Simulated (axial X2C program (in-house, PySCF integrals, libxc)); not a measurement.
# Ω levels of OPrO from open-shell CI on f(δφ)1 f(π)0

Calculated with an in-house all-electron X2C program for linear molecules (integrals from PySCF): two-component X2C with atomic mean-field Coulomb and Gaunt terms, basis O dyall-v3z, Pr dyall-v3z (cores contracted in-house). Orbitals come from Hartree–Fock averaged over the configuration Pr f(δφ)1 f(π)0; CI then distributes these electrons over the f(δφ), f(π) shells of Pr.

O–Pr–O held linear, both bonds 1.768 Å (near the minimum of the configuration average).

Active spinors (ω > 0):

| shell | ω | ε (eV) | character |
| --- | --- | --- | --- |
| f(δφ) | 3/2 | 6.97 | 100% Pr f |
| f(δφ) | 5/2 | 7.08 | 100% Pr f |
| f(δφ) | 5/2 | 7.33 | 100% Pr f |
| f(δφ) | 7/2 | 7.49 | 100% Pr f |
| f(π) | 3/2 | 5.47 | 94% Pr f, 4% Pr p |
| f(π) | 1/2 | 5.47 | 94% Pr f, 4% Pr p |

Lowest levels of this model:

```json
{"Ω": "5/2", "energy (cm⁻¹)": "0", "g∥": "4.16", "configuration": "100% f(δφ)1"}
{"Ω": "3/2", "energy (cm⁻¹)": "1659", "g∥": "2.02", "configuration": "100% f(δφ)1"}
{"Ω": "7/2", "energy (cm⁻¹)": "2510", "g∥": "8.00", "configuration": "100% f(δφ)1"}
{"Ω": "5/2", "energy (cm⁻¹)": "3551", "g∥": "5.84", "configuration": "100% f(δφ)1"}
```

g∥ is the magnitude of 2⟨Lz + ge Sz⟩ for the +Ω component.

Question: From Ω and g∥ of the lowest level, whose 2⟨Lz + ge Sz⟩ is positive, find ⟨Sz⟩ and ⟨Lz⟩ (ge = 2.0023).

Answer: Ω = ⟨Lz⟩ + ⟨Sz⟩ = 5/2 and ⟨Lz⟩ + ge⟨Sz⟩ = 2.080, so ⟨Sz⟩ = -0.42 and ⟨Lz⟩ = 2.92.

Occupations of the active spinors in the lowest level by ω, shell by shell in order of energy: -7/2: 0.00; -5/2: 0.00 0.00; -3/2: 0.00 0.00; -1/2: 0.00; 1/2: 0.00; 3/2: 0.00 0.00; 5/2: 0.51 0.49; 7/2: 0.00. The leading determinant has weight 0.51 among 2.

This point took 3.4 s on 1 thread of Arm Neoverse V1, with other jobs on the host.

There is no dynamic correlation: spin–orbit spacings and, for f shells, spacings inside one term are the most reliable numbers, splittings between terms come out too wide, and energies between configurations are not reliable, so the lowest level need not be the ground state of the molecule. At most 6 roots were kept for each Ω > 0 (twice that for Ω = 0) within 3.5 eV of the lowest, so higher up levels can be missing between those listed; levels with Ω > 0 are doubly degenerate and listed once, Ω = 0 levels singly. States that fill the shells left empty in the average are placed too high. The molecule was held linear; bending was not examined.
